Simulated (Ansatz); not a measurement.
Isolated molecules relaxed with PBE0-D4/def2-TZVP in Ansatz; ΔE leaves out vibrations. CCSD(T)/CBS is the MP2 limit (def2-TZVPP, def2-QZVPP) plus CCSD(T) − MP2 in def2-TZVPP, frozen cores. This one scheme is used for every species. DFT in def2-TZVPP. HSE06 is defined as in plane-wave codes. Each species was taken in one conformer, which may not be the lowest.

Reaction (ligand exchange at a B–N bond): `CBN([SiH3])[SiH3]` + H₂S → `CBS` + `[SiH3]N[SiH3]`

```csv
level,ΔE (kcal/mol)
LDA (SPW92),5.2
r2SCAN-D4,3.7
HSE06-D4,4.1
BHLYP-D4,5.5
PBE0,2.8
CCSD/def2-SVP,5.8
HF/def2-TZVPP,3.4
CCSD/def2-TZVPP,5.4
```

Problem. What does CCSD(T)/CBS give? (An estimate is asked.)

Solution. Computed: +5.3 kcal/mol. The listed levels differ from it by -0.1, -1.6, -1.2, 0.2, -2.5, 0.5, -1.9, 0.1 kcal/mol.

Largest T1 diagnostic among the species: 0.013.

From BLYP to BHLYP (50 % exact exchange), in def2-TZVPP and without D4, ΔE moves by +1.3 kcal/mol. Leaving LDA and LC-ωPBE aside and taking each functional with its dispersion term where it has one, the values, not all of them listed here, spread over 2.1 kcal/mol, from B97M-V to BHLYP-D4. LDA lies +2.8 kcal/mol from PBE without D4. In def2-TZVPP, CCSD(T) changes the Hartree–Fock value by +2.2 kcal/mol (the triples alone add +0.2 kcal/mol) and MP2 by +1.8 kcal/mol.
